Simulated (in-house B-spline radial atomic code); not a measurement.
Values are calculated unless marked as measured or tabulated.
## Weak and strong correlation along the adiabatic connection

Two-electron singlets in several external potentials (atomic units), by full CI in B-splines with partial waves to l = 8 (correlation energies up to 0.6 % small). The repulsion is scaled by λ at fixed density; W(λ) is the mean repulsion less the Hartree energy, W(0) = E_x, and the area under W from 0 to 1 is E_xc.

One system gave this curve:

```
   λ  W (hartree)
   0     -0.47061
0.02     -0.47261
0.05     -0.47553
0.12     -0.48202
0.25     -0.49299
 0.4     -0.50414
 0.6     -0.51693
 0.8      -0.5278
   1     -0.53712
 1.4     -0.55224
   2     -0.56884
   3     -0.58714
 4.5     -0.60377
   7     -0.61942
  10     -0.63017
```

Which system is it?
A. −Z exp(−kr)/r, Z = 7.93, k = 2.06
B. −Z/r, Z = 1.07, wall at 6.91 bohr
C. −Z/r, Z = 3.5
D. ω²r²/2 − Z/r, ω = 3.2, Z = -0.5

B. The exchange energy sets the size: −Z/r, Z = 1.07, wall at 6.91 bohr: E_x = -0.471, E_c = -0.0379; −Z exp(−kr)/r, Z = 7.93, k = 2.06: E_x = -4.48, E_c = -0.0457; −Z/r, Z = 3.5: E_x = -1.96, E_c = -0.0438; ω²r²/2 − Z/r, ω = 3.2, Z = -0.5: E_x = -1.3, E_c = -0.0457 hartree.
